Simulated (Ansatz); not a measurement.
C$_{3}$H$_{11}$BSi, SMILES `BCC(C)[SiH3]`, one more setting.

```yaml
crystal:
  periodic: [false, false, false]
  atoms:
    - {symbol: B, position_ang: [-0.240828, 2.399419, 0.870399]}
    - {symbol: C, position_ang: [0.311430, 0.761013, 1.006791]}
    - {symbol: C, position_ang: [0.393693, -0.211392, -0.400759]}
    - {symbol: C, position_ang: [1.329668, -1.622359, -0.172002]}
    - {symbol: Si, position_ang: [-1.559493, -0.680482, -1.044796]}
    - {symbol: H, position_ang: [-0.591910, 3.087667, 1.966958]}
    - {symbol: H, position_ang: [-0.229341, 3.035637, -0.312534]}
    - {symbol: H, position_ang: [-0.216499, 0.161170, 1.940509]}
    - {symbol: H, position_ang: [1.465219, 0.972356, 1.429566]}
    - {symbol: H, position_ang: [0.895880, 0.458682, -1.300815]}
    - {symbol: H, position_ang: [2.475231, -1.338454, 0.161359]}
    - {symbol: H, position_ang: [0.857080, -2.326997, 0.712423]}
    - {symbol: H, position_ang: [1.396260, -2.300865, -1.189041]}
    - {symbol: H, position_ang: [-1.547127, -1.489755, -2.502458]}
    - {symbol: H, position_ang: [-2.458286, 0.716806, -1.208213]}
    - {symbol: H, position_ang: [-2.306514, -1.647872, 0.092119]}
basis:
  gaussian: {orbitals: cc-pVTZ, final_grid: {core_spheres: 20, valence_spheres: 16, degree: 47}, point_charges: [{charge: -1.00, position_ang: [7.272, -0.713, 0.169]}]}
hamiltonian: {xc: {name: CAM-B3LYP}}
```

```sh
$ ansatz run in.yaml --threads 4 --pin off --events-out ev --progress --plain --max-ram 10444MiB
```

Output, abridged:

```
Functional definition: CAM-B3LYP
1648 factors; their error is unknown
462 factors; integrals over basis functions are off by at most 1.7e-5 eV
mean field evaluation 1: about -11834.7151 eV, gradient 4.1e1 eV
mean field evaluation 2: about -11833.9807 eV, gradient 4.3e1 eV
mean field evaluation 4: about -11838.9547 eV, gradient 2.4e0 eV
mean field evaluation 8: about -11838.9627 eV, gradient 6.2e-2 eV
mean field evaluation 16: about -11838.9627 eV, gradient 2.6e-5 eV
mean field -11838.96267847 eV, -435.0738536967 hartree, gradient 2.6e-5 eV, S^2 0.000000; 0 other end points of the search recorded, 0 dependent functions left out
reference -11838.96285279 eV, -435.0738601029 hartree; 24, 24 occupied and 284, 284 virtual orbitals, 1648 factors
Total energy: -11838.96285279 eV, -435.0738601029 hartree
```

Hardware: 4 threads of an Arm Neoverse V2 on a shared host. Wall time 5 s, peak host memory 0.85 GiB.
